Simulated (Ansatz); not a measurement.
Correlation energies of BH5P2S (`PBSP`) by basis set

Z-matrix (Å, degrees):
```
P
B 1 1.895
H 1 1.415 2 97.9
H 1 1.416 2 100.9 3 99.0
S 2 1.776 1 120.1 3 -135.0
H 2 1.193 1 119.3 3 51.5
P 5 2.133 2 101.9 1 -171.6
H 7 1.421 5 95.7 2 -138.2
H 7 1.421 5 96.3 2 129.0
```

Total charge 0; spin multiplicity 1. All single points use the PBE0-D4/def2-TZVP geometry. It is one conformer, not always the lowest. Frozen core, restricted reference, Ansatz 0.2.0. CBS rows extrapolate triple and quadruple zeta; past MP2 they add the triple-zeta difference.

```json
{"basis": "def2-SVP", "HF (Eh)": "-1106.26464", "MP2 corr.": "-0.45587", "CCSD corr.": "-0.52085", "(T)": "-0.01772", "CCSD(T) total": "-1106.80321"}
{"basis": "def2-TZVPP", "HF (Eh)": "-1106.66959", "MP2 corr.": "?", "CCSD corr.": "-0.65178", "(T)": "?", "CCSD(T) total": "?"}
{"basis": "def2-QZVPP", "HF (Eh)": "-1106.70144", "MP2 corr.": "-0.63467", "CCSD corr.": "–", "(T)": "–", "CCSD(T) total": "–"}
{"basis": "CBS(def2)", "HF (Eh)": "?", "MP2 corr.": "-0.66921", "CCSD corr.": "?", "(T)": "as TZ", "CCSD(T) total": "?"}
```

(1) Fill in the withheld values. (An estimate is asked.)

Answers

(1) The calculation gave: def2-TZVPP MP2 corr.: -0.58803; def2-TZVPP (T): -0.03135; def2-TZVPP CCSD(T) total: -1107.35272; CBS(def2) HF (Eh): -1106.70583; CBS(def2) CCSD corr.: -0.73295; CBS(def2) CCSD(T) total: -1107.47013.
